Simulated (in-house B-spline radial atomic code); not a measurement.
## RPA and G0W0 on r2SCAN0: Ga+

Configuration [Ar] 3d10 4s2, mean-field start r2SCAN0. Computed with a B-spline radial code for spherical atoms: all electrons, non-relativistic, point nucleus, each spin shell either full or empty, empty states to l = 9 with an (l + 1/2)⁻⁴ tail; G0W0 by contour deformation at full frequency.

Command:
```bash
python run_gw.py task.json out
```
Settings (radii: box in bohr, nucleus in fm):
```
Z                        31
electrons                30
configuration            [Ar] 3d10 4s2
hamiltonian              nr
method                   r2scan0
lmax                     9
spin_polarised           False
box_radius               23.78
intervals                53
ion_configuration        [Ar] 3d10 4s1
```

Time taken, with all properties: 6.2 s on 1 thread of Arm Neoverse N1, with other jobs on the host.

Energies (hartree):

| term | value |
| --- | --- |
| mean-field total | -1924.58600 |
| Hartree-Fock functional on these orbitals | -1923.04627 |
| direct second order | -2.6244 |
| second-order exchange | 0.75456 |
| SOSEX correction | 0.67516 |

What is the RPA correlation energy, and what remains with SOSEX?

RPA gives -2.1879 hartree (-1.98 eV per electron); RPA + SOSEX gives -1.5128, and the second-order doubles -1.8698 hartree (no singles). RPA lacks exchange-type terms and so overcorrelates at short range.

Quasi-particle levels (eV):

| level | occupied | mean field | Σx - vxc | Σc | QP weight | G0W0 |
| --- | --- | --- | --- | --- | --- | --- |
| 4s | yes | -17.145 | -1.61 | ? | ? | ? |
| 4p | no | -8.026 | 3.25 | -1.17 | 0.946 | -5.946 |

G0W0 = mean field + (Σx - vxc) + Σc, with Σc (partial-wave tail included) taken at the quasi-particle energy. Only the outer levels were computed. Levels of low weight are left out.

Where does G0W0 put 4s?

At -20.384 eV, with Σc = -1.63 eV and a quasi-particle weight of 0.939. The tabulated removal energy is 20.515 eV (NIST, measured); the calculation leaves out relativity, Breit and QED terms, and what these don't explain is the method's own error.

What does it cost to remove one electron (to [Ar] 3d10 4s1) by differences of total energies, each species on its own start (correlation terms add to the Hartree-Fock functional)?

r2SCAN0 19.959 eV, Hartree-Fock functional 18.361 eV, + RPA 20.375 eV, + RPA + SOSEX 19.904 eV, + second order 20.901 eV. Tabulated: 20.515 eV (NIST, measured); the calculation leaves out relativity, Breit and QED terms, and what these don't explain is the method's own error.
